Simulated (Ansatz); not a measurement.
A run for Ansatz (a program for electronic structure): R-PBE0/def2-TZVPPD on BH3O (SMILES BO) with ghost functions, monomers drawn apart or pushed together. Files ending in .json are basis or fitting sets from the Basis Set Exchange.

Ansatz 0.2 input:
```yaml
crystal:
  periodic: [false, false, false]
  atoms:
    - {symbol: B, position_ang: [0.83565654, 0.00177501, 3.67374823]}
    - {symbol: O, position_ang: [-0.39540721, -0.25372594, 3.20145488]}
    - {symbol: H, position_ang: [1.01360053, -0.07803676, 4.85124154]}
    - {symbol: H, position_ang: [1.72659971, 0.30194093, 2.92265196]}
    - {symbol: H, position_ang: [-0.45883615, -0.16791743, 2.23528503]}
basis:
  gaussian:
    orbitals: def2-TZVPPD.json
    ghost_atoms:
      - {symbol: B, position_ang: [-0.78249207, 0.03356036, -0.55957221]}
      - {symbol: O, position_ang: [-0.05463652, 0.10726250, 0.58399616]}
      - {symbol: H, position_ang: [-1.92537720, -0.27307727, -0.44197787]}
      - {symbol: H, position_ang: [-0.26913211, 0.27111895, -1.61051570]}
      - {symbol: H, position_ang: [0.86929821, 0.35718925, 0.46689350]}
hamiltonian:
  xc: {name: PBE0}
scf: {lower_state_search: off}
```

Program output:

```
WARN ansatz: RAYON_NUM_THREADS=1 ignored (pool sized by the plan → 1); use --threads N
Functional definition: PBE0
these checks for a lower state are left out or cut short: stability, starts, cluster_reference, orbital_swaps, neighbouring_geometries, increment
integrals: 0.13 GiB planned
1005 factors; their error is unknown
mean field: 1.33 GiB planned
mean field evaluation 1: about -2767.2950 eV, gradient 4.6e1 eV
mean field evaluation 2: about -2761.4769 eV, gradient 7.4e1 eV
mean field evaluation 4: about -2770.8922 eV, gradient 1.7e0 eV
mean field evaluation 8: about -2770.8980 eV, gradient 1.8e-2 eV
mean field evaluation 16: about -2770.8986 eV, gradient 1.6e-6 eV
mean field -2770.89861916 eV, -101.8286460715 hartree, gradient 1.6e-6 eV, S^2 0.000000; 0 other end points of the search recorded, 0 dependent functions left out
reference -2770.89865162 eV, -101.8286472645 hartree; 8, 8 occupied and 248, 248 virtual orbitals, 1005 factors
Total energy: -2770.89865162 eV, -101.8286472645 hartree
Checks for a lower state left out: stability, starts, cluster_reference, orbital_swaps, neighbouring_geometries, increment
```

The calculation finished and met its thresholds.

Cost: around 2.4 core-seconds (rough).
